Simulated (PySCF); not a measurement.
Computed shifts of a molecule C6H8, KT2/pcSseg-1 (PySCF), GIAO, gas phase, equivalent atoms averaged, in ppm (number of nuclei): ¹³C: 81.7 (1), 64.8 (1), 20.3 (1), 19.3 (1), 19.2 (1), 11.4 (1). ¹H: 1.98 (1), 1.73 (1), 1.57 (3), 1.14 (1), 1.11 (1), 0.45 (1). References: ¹³C against TMS (σ = 185.1 ppm); ¹H against TMS (σ = 31.47 ppm), references at their B3LYP-D3(BJ)/def2-TZVP geometries, non-relativistic. Geometry optimised at B3LYP-D3(BJ)/def2-SVP. Other conformers were not sampled.

Q: Pick the molecule that these values belong to.
A. C#C/C(C)=C\C
B. C=CC=C=CC
C. CC#C/C=C/C
D. C#C[C@@H]1C[C@@H]1C

A: D, C#C[C@@H]1C[C@@H]1C
